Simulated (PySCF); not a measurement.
# Electron correlation in S⁺ (sulfur, charge +1)

[Ne] 3s1 3p4, high-spin 4P determinant (an excited configuration). All numbers are calculated (PySCF 2.14, the spin-free X2C one-electron Hamiltonian (Gaussian nucleus), in aug-cc-pCVTZ-DK (8s7p5d3f, 75 functions)). Frozen: [Ne]; 5 electrons correlated.

| level | correlation energy (mhartree) |
| --- | --- |
| CCSD | -129.21 |
| (T) | -8.48 |
| CCSD(T) | -137.69 |

Diagnostics: T1 = 0.018, D1 = 0.0499, largest double amplitude 0.200.

A double-excitation amplitude exceeds 0.15, a sign of near-degeneracy.

Cost of the coupled-cluster step: roughly 15 core-seconds, for 5 correlated electrons.

Iterations:

```
CC2 = 0
CCSD nocc = (np.int64(4), np.int64(1)), nmo = (70, 70)
frozen orbitals [[0, 1, 2, 3, 4], [0, 1, 2, 3, 4]]
max_cycle = 100
direct = 0
conv_tol = 1e-08
conv_tol_normt = 1e-06
diis_space = 8
diis_start_cycle = 0
Init t2, MP2 energy = -0.0915147657771534
Init E_corr(UCCSD) = -0.0915147657775355
cycle = 1  E_corr(UCCSD) = -0.110931488485879  dE = -0.0194167227  norm(t1,t2) = 0.0842941
cycle = 2  E_corr(UCCSD) = -0.118238056282385  dE = -0.0073065678  norm(t1,t2) = 0.0517334
cycle = 3  E_corr(UCCSD) = -0.129294022534281  dE = -0.0110559663  norm(t1,t2) = 0.0350813
cycle = 4  E_corr(UCCSD) = -0.128740399356309  dE = 0.000553623178  norm(t1,t2) = 0.0063105
cycle = 5  E_corr(UCCSD) = -0.129363039069436  dE = -0.000622639713  norm(t1,t2) = 0.00266375
cycle = 6  E_corr(UCCSD) = -0.129526348132054  dE = -0.000163309063  norm(t1,t2) = 0.0377043
cycle = 7  E_corr(UCCSD) = -0.129187850622901  dE = 0.000338497509  norm(t1,t2) = 0.00146114
cycle = 8  E_corr(UCCSD) = -0.129177783209192  dE = 1.00674137e-05  norm(t1,t2) = 0.000475823
cycle = 9  E_corr(UCCSD) = -0.129227984818855  dE = -5.02016097e-05  norm(t1,t2) = 0.000238617
cycle = 10  E_corr(UCCSD) = -0.129208875882505  dE = 1.91089363e-05  norm(t1,t2) = 8.22314e-05
cycle = 11  E_corr(UCCSD) = -0.129209502455858  dE = -6.26573352e-07  norm(t1,t2) = 1.97453e-05
cycle = 12  E_corr(UCCSD) = -0.12920982140654  dE = -3.18950683e-07  norm(t1,t2) = 7.70108e-06
cycle = 13  E_corr(UCCSD) = -0.129209711688474  dE = 1.09718066e-07  norm(t1,t2) = 3.383e-06
cycle = 14  E_corr(UCCSD) = -0.129209724296784  dE = -1.26083101e-08  norm(t1,t2) = 1.54931e-06
cycle = 15  E_corr(UCCSD) = -0.129209729719683  dE = -5.42289852e-09  norm(t1,t2) = 2.50181e-06
cycle = 16  E_corr(UCCSD) = -0.129209756528102  dE = -2.68084195e-08  norm(t1,t2) = 6.23917e-06
cycle = 17  E_corr(UCCSD) = -0.129209746074536  dE = 1.04535662e-08  norm(t1,t2) = 1.86147e-07
cycle = 18  E_corr(UCCSD) = -0.129209747525333  dE = -1.45079743e-09  norm(t1,t2) = 5.39089e-08
UCCSD converged
E(UCCSD) = -397.9945881611472  E_corr = -0.1292097475253333
UCCSD(T) correction = -0.00847895328271552
```
